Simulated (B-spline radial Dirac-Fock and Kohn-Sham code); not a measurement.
# Cl 3p3/2: cross section and angular parameters

System: the free chlorine atom, [Ne] 3s2 3p5; threshold 11.72 eV (orbital energy of the model). Model: Dirac-Hartree-Slater photoionisation with a Latter tail; cross sections with all multipoles, angular parameters from the dipole term and its interference with E2. Program: a radial finite-basis atomic code.

For linearly polarised light dσ/dΩ = σ/(4π) [1 + β P₂(cos θ) + (δ + γ cos²θ) sin θ cos φ], with θ from the polarisation vector and φ the angle between the beam and the projection of the electron momentum on the plane normal to the polarisation.

```
hν (eV)    σ (kb)      β       γ       δ
   56.1       571  0.672   0.064  -0.014
   59.7       593  0.807   0.045  -0.012
   65.7       611  0.981   0.022  -0.009
   66.8       612  1.007   0.018  -0.009
     80       591  1.235  -0.008  -0.005
   88.2       556  1.324  -0.015  -0.003
    108       458  1.456  -0.022   0.000
    115       425  1.486  -0.022   0.000
    150       294  1.573  -0.009   0.003
    216         ?      ?       ?       ?
    222       147  1.622   0.035   0.006
    244       122  1.624   0.050   0.006
    299      80.1  1.615   0.088   0.008
    600      15.6  1.492   0.268   0.016
    918      5.04  1.360   0.403   0.027
   1260      2.05  1.239   0.511   0.039
   1370      1.60  1.205   0.540   0.043
   1840     0.655  1.076   0.642   0.060
   1890     0.603  1.063   0.651   0.062
   2100     0.433  1.015   0.685   0.070
   2560     0.230  0.923   0.745   0.087
   4000    0.0522  0.718   0.870   0.137
   4040    0.0505  0.714   0.873   0.138
   4940    0.0253  0.626   0.929   0.166
 5414.7    0.0184  0.587   0.955   0.180
   5640    0.0159  0.570   0.967   0.187
   7420   0.00598  0.460   1.039   0.236
 8047.8   0.00445  0.429   1.058   0.252
 9251.7   0.00267  0.379   1.089   0.282
  15000  0.000439  0.230   1.207   0.399
```

Problem. Give the values at 216 eV.

Solution. σ = 155 kb, β = 1.621, γ = 0.031, δ = 0.005.

Values without a named source are computed, but for edge energies of neutral atoms, which are taken from tables.
